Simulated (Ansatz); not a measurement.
`[CH3][SnH]([OH])[Cl]`. Total charge 0; spin multiplicity 1. Sn: def2 effective core potential. The geometry is a stationary point of PBE0-D4/def2-TZVP. It is one conformer, not always the lowest.

```xyz
9

C     1.238   -0.795    0.119
Sn   -0.638    0.163    0.279
O    -0.443    1.837   -0.716
Cl   -2.240   -1.098   -0.869
H     1.193   -1.781    0.580
H     1.480   -0.894   -0.938
H     2.000   -0.192    0.613
H    -1.318    0.469    1.814
H    -1.273    2.290   -0.882
```

(1) What is the dipole moment at r2SCAN/def2-TZVPP? (Estimate.)

(2) And with PBE, B3LYP, ωB97M-V? (Best estimate.)

(3) Give the Mulliken charges with r2SCAN, B3LYP, ωB97M-V in def2-TZVPP. (Best estimate.)

## Answers

(1) Ansatz gave: 2.21 D, with components (1.35, 0.18, 1.74) D in this frame, pointing from negative to positive charge.

(2) The calculation gave: PBE 2.12 D, B3LYP 2.19 D, ωB97M-V 2.21 D.

(3) The calculation gave: 
```
atom  r2SCAN  B3LYP  ωB97M-V
  C1   -0.48  -0.57    -0.60
 Sn2    1.03   1.06     0.95
  O3   -0.56  -0.55    -0.53
 Cl4   -0.41  -0.40    -0.37
  H5    0.11   0.13     0.15
  H6    0.12   0.14     0.16
  H7    0.11   0.13     0.15
  H8   -0.12  -0.13    -0.09
  H9    0.20   0.18     0.17
```

B3LYP here is the variant with VWN-RPA as its local correlation; programs differ in this.
